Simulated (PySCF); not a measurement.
Compound: C₅H₁₁N₂PSi.
Bonds: C1–N2, N2–P3, P3–N4 (double), N4–Si5, P3–C6, C6–C7 (double), C7–C8, C8–C9 (double), P3–C9. Hydrogens: H10, H11, H12 on C1; H13 on N2; H14, H15, H16 on Si5; H17 on C6; H18 on C7; H19 on C8; H20 on C9.

The same species was optimised twice, with GFN2-xTB and with PBE0-D3(BJ)/def2-SVP (PySCF), and the same property calculations (PySCF, gas phase) were run on both structures.

```tsv
coordinate	GFN2-xTB	PBE0-D3(BJ)/def2-SVP	change
C7–C8 (Å)	1.458	1.486	+0.028
N4–Si5 (Å)	1.721	1.703	-0.018
N2–P3 (Å)	1.659	1.670	+0.011
P3=N4 (Å)	1.563	1.554	-0.009
P3–C9 (Å)	1.818	1.824	+0.006
C1–N2 (Å)	1.448	1.442	-0.006
C6=C7 (Å)	1.337	1.342	+0.005
C8=C9 (Å)	1.337	1.342	+0.005
P3–C6 (Å)	1.827	1.831	+0.004
P3–N4–Si5 (°)	125.9	135.9	+10.0
N2–P3–C6 (°)	113.5	110.5	-3.0
N2–P3–N4 (°)	106.1	108.8	+2.7
N2–P3–C9 (°)	107.7	106.3	-1.4
C1–N2–P3 (°)	122.5	123.3	+0.8
N4–P3–C9 (°)	119.9	120.6	+0.7
C6–P3–C9 (°)	90.7	91.3	+0.6
N4–P3–C6 (°)	118.4	118.0	-0.4
C1–N2–P3–N4 (°)	-169	-172	-3
```

Rotational constants: A = 1663, B = 1008, C = 764.6 MHz (GFN2-xTB) against A = 1713, B = 932.8, C = 733.2 MHz (PBE0-D3(BJ)/def2-SVP). Point groups within 0.08 Å: C1 and C1.

On the GFN2-xTB structure: HOMO (eV) -6.49 [PBE0/pcSseg-1]; LUMO (eV) -2.23 [PBE0/pcSseg-1]; dipole (D) 4.46 [PBE0/pcSseg-1]; GIAO shielding of C1 (ppm) 159.0 [PBE0/pcSseg-1]; GIAO shielding of N2 (ppm) 231.2 [PBE0/pcSseg-1]; GIAO shielding of P3 (ppm) 290.3 [PBE0/pcSseg-1]; GIAO shielding of N4 (ppm) 262.7 [PBE0/pcSseg-1]; GIAO shielding of Si5 (ppm) 418.5 [PBE0/pcSseg-1]; GIAO shielding of C6/C9 (mean) (ppm) 49.8 [PBE0/pcSseg-1]; GIAO shielding of C7/C8 (mean) (ppm) 39.7 [PBE0/pcSseg-1].

What do these properties become on the PBE0-D3(BJ)/def2-SVP structure?

```json
{"property": "HOMO (eV)", "level": "PBE0/pcSseg-1", "on GFN2-xTB": "-6.49", "on PBE0-D3(BJ)/def2-SVP": "-6.61", "change": "-0.12"}
{"property": "LUMO (eV)", "level": "PBE0/pcSseg-1", "on GFN2-xTB": "-2.23", "on PBE0-D3(BJ)/def2-SVP": "-2.19", "change": "+0.04"}
{"property": "dipole (D)", "level": "PBE0/pcSseg-1", "on GFN2-xTB": "4.46", "on PBE0-D3(BJ)/def2-SVP": "4.84", "change": "+0.38"}
{"property": "energy, GFN2-xTB geometry as zero (kcal/mol)", "level": "PBE0/pcSseg-1", "on GFN2-xTB": "0.0", "on PBE0-D3(BJ)/def2-SVP": "-3.3", "change": "-3.3"}
{"property": "GIAO shielding of C1 (ppm)", "level": "PBE0/pcSseg-1", "on GFN2-xTB": "159.0", "on PBE0-D3(BJ)/def2-SVP": "158.4", "change": "-0.6"}
{"property": "GIAO shielding of N2 (ppm)", "level": "PBE0/pcSseg-1", "on GFN2-xTB": "231.2", "on PBE0-D3(BJ)/def2-SVP": "228.2", "change": "-3.0"}
{"property": "GIAO shielding of P3 (ppm)", "level": "PBE0/pcSseg-1", "on GFN2-xTB": "290.3", "on PBE0-D3(BJ)/def2-SVP": "297.3", "change": "+7.0"}
{"property": "GIAO shielding of N4 (ppm)", "level": "PBE0/pcSseg-1", "on GFN2-xTB": "262.7", "on PBE0-D3(BJ)/def2-SVP": "256.7", "change": "-6.0"}
{"property": "GIAO shielding of Si5 (ppm)", "level": "PBE0/pcSseg-1", "on GFN2-xTB": "418.5", "on PBE0-D3(BJ)/def2-SVP": "424.0", "change": "+5.5"}
{"property": "GIAO shielding of C6/C9 (mean) (ppm)", "level": "PBE0/pcSseg-1", "on GFN2-xTB": "49.8", "on PBE0-D3(BJ)/def2-SVP": "48.7", "change": "-1.1"}
{"property": "GIAO shielding of C7/C8 (mean) (ppm)", "level": "PBE0/pcSseg-1", "on GFN2-xTB": "39.7", "on PBE0-D3(BJ)/def2-SVP": "37.6", "change": "-2.1"}
```

The heavy atoms differ by 0.116 Å rms after alignment. Among bonds between heavy atoms C7–C8 changes most (+0.028 Å). Changes are differences of the printed values. Neither structure is proved a minimum here.

Shape of the structure used: `[CH3:1][NH:2][P:3]1(=[N:4][SiH3:5])[CH:6]=[CH:7][CH:8]=[CH:9]1`: C1–N2–P3–N4 -172°.
